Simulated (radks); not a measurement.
Values are calculated unless marked as measured or tabulated.
Isoelectronic series with 3 electrons, each ion in its NIST ground configuration. Level of theory: scalar-relativistic Kohn-Sham, PBE, spin-unpolarised, spherical densities, point nucleus (a radial shooting solver on a logarithmic mesh with Libxc functionals). Total energies (hartree) and orbital eigenvalues (hartree):

ion    configuration  E (hartree)         2s         1s
Zr37+       [He] 2s1  -1798.57594  -186.5180  -774.4879
Nb38+       [He] 2s1  -1892.93163  -196.7135  -815.7105
Mo39+       [He] 2s1  -1989.88095  -207.2034  -858.0782
Tc40+       [He] 2s1  -2089.44323  -217.9903  -901.5993
Ru41+       [He] 2s1  -2191.63850  -229.0769  -946.2822
Rh42+       [He] 2s1  -2296.48757  -240.4659  -992.1358
Pd43+       [He] 2s1  -2404.01196  -252.1602  -1039.169
Ag44+       [He] 2s1  -2514.23401  -264.1628  -1087.392
Cd45+       [He] 2s1  -2627.17686  -276.4768  -1136.814
